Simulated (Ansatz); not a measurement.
Start from `[CH3][Zr]([Cl])([Cl])[Cl]` and change one atom or group to get `[Cl][Zr]([Cl])([Cl])[Br]`.

Ansatz, PBE0-D4/def2-TZVP geometries, multiplicity 1. 

Elements past krypton have def2 core potentials. Scalar relativity is left out up to krypton.

```
                                          property  `[CH3][Zr]([Cl])([Cl])[Cl]`
size of the dipole moment (ωB97M-V/def2-TZVPP) / D                         1.23
                HOMO energy (PBE0/def2-TZVPP) / eV                        -8.56
               HOMO–LUMO gap (PBE/def2-TZVPP) / eV                         4.12
  size of the dipole moment (B3LYP/def2-TZVPP) / D                         1.26
               HOMO energy (B3LYP/def2-TZVPP) / eV                        -8.30
                 HOMO energy (PBE/def2-TZVPP) / eV                        -7.19
```

Give the same properties after the change, and the shifts. (Best estimate.)

Computed: 
| property | `[Cl][Zr]([Cl])([Cl])[Br]` | shift |
| --- | --- | --- |
| size of the dipole moment (ωB97M-V/def2-TZVPP) / D | 0.00 | -1.23 |
| HOMO energy (PBE0/def2-TZVPP) / eV | -9.23 | -0.67 |
| HOMO–LUMO gap (PBE/def2-TZVPP) / eV | 4.49 | 0.37 |
| size of the dipole moment (B3LYP/def2-TZVPP) / D | 0.08 | -1.18 |
| HOMO energy (B3LYP/def2-TZVPP) / eV | -8.94 | -0.64 |
| HOMO energy (PBE/def2-TZVPP) / eV | -7.94 | -0.75 |

With PBE0 the HOMO falls by 0.67 eV and the LUMO falls by 0.47 eV, so the gap widens by about 0.20 eV. PBE moves the HOMO by -0.75 eV and ωB97M-V by -0.54 eV. The zero-point energy changes by -87.1 kJ/mol with -9 modes. Dipoles are sizes alone; their direction can turn.

B3LYP here is the variant with VWN-RPA as its local correlation; programs differ in this.

Spin–orbit coupling is left out; it splits and shifts lone-pair levels of the heavy atoms by tenths of an eV.
